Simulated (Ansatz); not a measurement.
A structure relaxed at r2SCAN-D4/def2-SVP in Ansatz, charge 0, doublet:

```xyz
11

B     0.020   -1.406   -0.477
B    -2.257    1.905   -1.930
B    -0.071    1.097    0.285
B     1.896   -1.476    1.639
B    -1.174    1.348   -0.904
B    -1.038   -0.532   -1.357
B     0.806   -0.421    0.811
B     1.838    0.030    2.116
B     1.062   -2.106    0.453
B    -2.033    0.390   -2.127
B     0.952    1.171    1.493
```

Problem. Give its formula and point group.

Solution. B11. Point group Cs (tolerance 0.1 Å).

Problem. Summarise the bond lengths by kind (pairs closer than 1.2 times the sum of covalent radii, bridged metal pairs left out).

Solution. 18 × B–B 1.54 to 1.94 Å.

The charge 0 doublet is spin-contaminated (final ⟨S²⟩ up to 1.21, 0.75 for a pure state). Another isomer (doublet) lies 0.90 eV lower at PBE0-D4/def2-TZVP; other spin states weren't run for this one.
